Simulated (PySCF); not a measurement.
H6AlN3 (SMILES [NH2][Al]([NH2])[NH2]), singlet, at a GFN2-xTB geometry (such geometries of metal compounds can be far from the true shape); PBE/6-31G, polarisability by finite fields in PySCF.

PySCF was given this input:
```python
from pyscf import gto, scf, dft

mol = gto.Mole()
mol.atom = '''
    Al    0.00000000    0.00000000    0.00000000
    N    -1.27924767   -1.23781258    0.01094223
    H    -1.23150605   -2.12583487    0.48928477
    H    -2.16941182   -1.16492659   -0.46019454
    N    -0.23958119    1.51967416   -0.89552533
    H     0.42775617    2.27499336   -0.95739779
    H    -1.06468987    1.76510548   -1.42338286
    N     1.51882886   -0.28186158    0.88458310
    H     2.29619592    0.36072939    0.93409808
    H     1.74165565   -1.11006676    1.41759233
'''
mol.basis = '6-31g'
mol.verbose = 4
mol.build()

mf = dft.RKS(mol)
mf.xc = 'pbe'
mf.conv_tol = 1e-11
mf.kernel()
h0, z, done = mf.get_hcore(), mol.intor('int1e_r')[2], []
def energy(F):
    f = mf.copy()
    f.scf_summary = {}
    f.get_hcore = lambda *a: h0 + F * z
    e = f.kernel(mf.make_rdm1())
    done.append(f.converged)
    return e
F = 0.05
alpha = -(energy(F) + energy(-F) - 2 * mf.e_tot) / F**2
print('alpha_zz =', alpha)
```

What the program printed (banner, timings and long lists left out):

```
PySCF version 2.14.0

[INPUT] verbose = 4
[INPUT] num. atoms = 10
[INPUT] num. electrons = 40
[INPUT] charge = 0
[INPUT] spin (= nelec alpha-beta = 2S) = 0
[INPUT] symmetry False subgroup None
[INPUT] Mole.unit = angstrom
[INPUT] Symbol           X                Y                Z      unit          X                Y                Z       unit  Magmom
[...]
nuclear repulsion = 159.564836647943
number of shells = 34
number of NR pGTOs = 136
number of NR cGTOs = 52
basis = 6-31g
ecp = {}

******** <class 'pyscf.dft.rks.RKS'> ********
method = RKS
initial guess = minao
damping factor = 0
level_shift factor = 0
DIIS = <class 'pyscf.scf.diis.CDIIS'>
diis_start_cycle = 1
diis_space = 8
diis_damp = 0
SCF conv_tol = 1e-11
SCF conv_tol_grad = None
SCF max_cycles = 50
direct_scf = True
direct_scf_tol = 1e-13
XC library pyscf.dft.libxc version 7.1.2
    S. Lehtola, C. Steigemann, M. J. T. Oliveira, and M. A. L. Marques,  SoftwareX 7, 1–5 (2018)
XC functionals = pbe
    J. P. Perdew, K. Burke, and M. Ernzerhof,  Phys. Rev. Lett. 77, 3865 (1996)
    J. P. Perdew, K. Burke, and M. Ernzerhof,  Phys. Rev. Lett. 78, 1396 (1997)
    J. P. Perdew, K. Burke, and M. Ernzerhof,  Phys. Rev. Lett. 77, 3865 (1996)
    J. P. Perdew, K. Burke, and M. Ernzerhof,  Phys. Rev. Lett. 78, 1396 (1997)
radial grids:
    Treutler-Ahlrichs [JCP 102, 346 (1995); DOI:10.1063/1.469408] (M4) radial grids

becke partition: Becke, JCP 88, 2547 (1988); DOI:10.1063/1.454033
pruning grids: <function nwchem_prune>
grids dens level: 3
symmetrized grids: False
atomic radii adjust function: <function treutler_atomic_radii_adjust>
small_rho_cutoff = 0
Set gradient conv threshold to 3.16228e-06
Initial guess from minao.
tot grids = 119736
init E= -410.075863706011
[...]
cycle= 1 E= -409.771935701666  delta_E= 0.304  |g|= 0.95  |ddm|= 2.81
[...]
cycle= 2 E= -409.301597228556  delta_E= 0.47  |g|= 1.67  |ddm|= 1.97
[...]
cycle= 3 E= -409.973695610617  delta_E= -0.672  |g|= 0.0416  |ddm|= 1.33
[...]
cycle= 4 E= -409.974228460089  delta_E= -0.000533  |g|= 0.00982  |ddm|= 0.0668
[...]
cycle= 5 E= -409.974269830879  delta_E= -4.14e-05  |g|= 0.00148  |ddm|= 0.0212
[...]
cycle= 6 E= -409.974270326627  delta_E= -4.96e-07  |g|= 0.000214  |ddm|= 0.0015
[...]
cycle= 7 E= -409.974270337048  delta_E= -1.04e-08  |g|= 2.78e-05  |ddm|= 0.000177
[...]
cycle= 8 E= -409.974270337217  delta_E= -1.69e-10  |g|= 7.58e-06  |ddm|= 2.6e-05
[...]
cycle= 9 E= -409.974270337231  delta_E= -1.43e-11  |g|= 2.01e-07  |ddm|= 6.12e-06
[...]
cycle= 10 E= -409.974270337229  delta_E= 1.82e-12  |g|= 5.21e-09  |ddm|= 1.91e-07
[...]
Extra cycle  E= -409.974270337229  delta_E= -2.27e-13  |g|= 9.09e-09  |ddm|= 1.24e-08
converged SCF energy = -409.974270337229

******** <class 'pyscf.dft.rks.RKS'> ********
method = RKS
initial guess = minao
damping factor = 0
level_shift factor = 0
DIIS = <class 'pyscf.scf.diis.CDIIS'>
diis_start_cycle = 1
diis_space = 8
diis_damp = 0
SCF conv_tol = 1e-11
SCF conv_tol_grad = None
SCF max_cycles = 50
direct_scf = True
direct_scf_tol = 1e-13
XC library pyscf.dft.libxc version 7.1.2
    S. Lehtola, C. Steigemann, M. J. T. Oliveira, and M. A. L. Marques,  SoftwareX 7, 1–5 (2018)
XC functionals = pbe
    J. P. Perdew, K. Burke, and M. Ernzerhof,  Phys. Rev. Lett. 77, 3865 (1996)
    J. P. Perdew, K. Burke, and M. Ernzerhof,  Phys. Rev. Lett. 78, 1396 (1997)
    J. P. Perdew, K. Burke, and M. Ernzerhof,  Phys. Rev. Lett. 77, 3865 (1996)
    J. P. Perdew, K. Burke, and M. Ernzerhof,  Phys. Rev. Lett. 78, 1396 (1997)
radial grids:
    Treutler-Ahlrichs [JCP 102, 346 (1995); DOI:10.1063/1.469408] (M4) radial grids

becke partition: Becke, JCP 88, 2547 (1988); DOI:10.1063/1.454033
pruning grids: <function nwchem_prune>
grids dens level: 3
symmetrized grids: False
atomic radii adjust function: <function treutler_atomic_radii_adjust>
small_rho_cutoff = 0
Overwritten attributes  get_hcore  of <class 'pyscf.dft.rks.RKS'>
Set gradient conv threshold to 3.16228e-06
init E= -409.974270182776
[...]
cycle= 1 E= -409.854045068723  delta_E= 0.12  |g|= 0.633  |ddm|= 2.94
[...]
cycle= 2 E= -409.535990236889  delta_E= 0.318  |g|= 1.39  |ddm|= 3.04
[...]
cycle= 3 E= -409.981417937145  delta_E= -0.445  |g|= 0.322  |ddm|= 0.875
[...]
cycle= 4 E= -410.016851967158  delta_E= -0.0354  |g|= 0.131  |ddm|= 0.662
[...]
cycle= 5 E= -410.020574716892  delta_E= -0.00372  |g|= 0.0363  |ddm|= 0.187
[...]
cycle= 6 E= -410.020951187234  delta_E= -0.000376  |g|= 0.00831  |ddm|= 0.0652
[...]
cycle= 7 E= -410.020963592658  delta_E= -1.24e-05  |g|= 0.00564  |ddm|= 0.0168
[...]
cycle= 8 E= -410.020971343287  delta_E= -7.75e-06  |g|= 0.000538  |ddm|= 0.00705
[...]
cycle= 9 E= -410.020971428091  delta_E= -8.48e-08  |g|= 0.00014  |ddm|= 0.000846
[...]
cycle= 10 E= -410.020971435333  delta_E= -7.24e-09  |g|= 1.53e-05  |ddm|= 0.000351
[...]
cycle= 11 E= -410.020971435431  delta_E= -9.82e-11  |g|= 2.46e-06  |ddm|= 4.34e-05
[...]
cycle= 12 E= -410.020971435434  delta_E= -2.73e-12  |g|= 1.57e-07  |ddm|= 5.57e-06
[...]
Extra cycle  E= -410.020971435434  delta_E= 4.55e-13  |g|= 2.4e-07  |ddm|= 6.29e-07
converged SCF energy = -410.020971435434

******** <class 'pyscf.dft.rks.RKS'> ********
method = RKS
initial guess = minao
damping factor = 0
level_shift factor = 0
DIIS = <class 'pyscf.scf.diis.CDIIS'>
diis_start_cycle = 1
diis_space = 8
diis_damp = 0
SCF conv_tol = 1e-11
SCF conv_tol_grad = None
SCF max_cycles = 50
direct_scf = True
direct_scf_tol = 1e-13
XC library pyscf.dft.libxc version 7.1.2
    S. Lehtola, C. Steigemann, M. J. T. Oliveira, and M. A. L. Marques,  SoftwareX 7, 1–5 (2018)
XC functionals = pbe
    J. P. Perdew, K. Burke, and M. Ernzerhof,  Phys. Rev. Lett. 77, 3865 (1996)
    J. P. Perdew, K. Burke, and M. Ernzerhof,  Phys. Rev. Lett. 78, 1396 (1997)
    J. P. Perdew, K. Burke, and M. Ernzerhof,  Phys. Rev. Lett. 77, 3865 (1996)
    J. P. Perdew, K. Burke, and M. Ernzerhof,  Phys. Rev. Lett. 78, 1396 (1997)
radial grids:
    Treutler-Ahlrichs [JCP 102, 346 (1995); DOI:10.1063/1.469408] (M4) radial grids

becke partition: Becke, JCP 88, 2547 (1988); DOI:10.1063/1.454033
pruning grids: <function nwchem_prune>
grids dens level: 3
symmetrized grids: False
atomic radii adjust function: <function treutler_atomic_radii_adjust>
small_rho_cutoff = 0
Set gradient conv threshold to 3.16228e-06
init E= -409.974270491684
[...]
cycle= 1 E= -409.845301402872  delta_E= 0.129  |g|= 0.649  |ddm|=    3
[...]
cycle= 2 E= -409.513798437217  delta_E= 0.332  |g|= 1.43  |ddm|=  3.1
[...]
cycle= 3 E= -409.978969274807  delta_E= -0.465  |g|= 0.333  |ddm|= 0.891
[...]
cycle= 4 E= -410.01639428306  delta_E= -0.0374  |g|= 0.139  |ddm|= 0.673
[...]
cycle= 5 E= -410.020586472589  delta_E= -0.00419  |g|= 0.0377  |ddm|= 0.201
[...]
cycle= 6 E= -410.020988866149  delta_E= -0.000402  |g|= 0.00962  |ddm|= 0.0686
[...]
cycle= 7 E= -410.021006812283  delta_E= -1.79e-05  |g|= 0.00581  |ddm|= 0.018
[...]
cycle= 8 E= -410.021015068023  delta_E= -8.26e-06  |g|= 0.000539  |ddm|= 0.00731
[...]
cycle= 9 E= -410.021015153847  delta_E= -8.58e-08  |g|= 0.00014  |ddm|= 0.000861
[...]
cycle= 10 E= -410.021015161073  delta_E= -7.23e-09  |g|= 1.52e-05  |ddm|= 0.000351
[...]
cycle= 11 E= -410.021015161171  delta_E= -9.78e-11  |g|= 2.49e-06  |ddm|= 4.29e-05
[...]
cycle= 12 E= -410.021015161172  delta_E= -1.82e-12  |g|= 1.62e-07  |ddm|= 5.72e-06
[...]
Extra cycle  E= -410.021015161171  delta_E= 1.82e-12  |g|= 2.88e-07  |ddm|= 6.94e-07
converged SCF energy = -410.021015161171
alpha_zz = 37.37836885820797
```
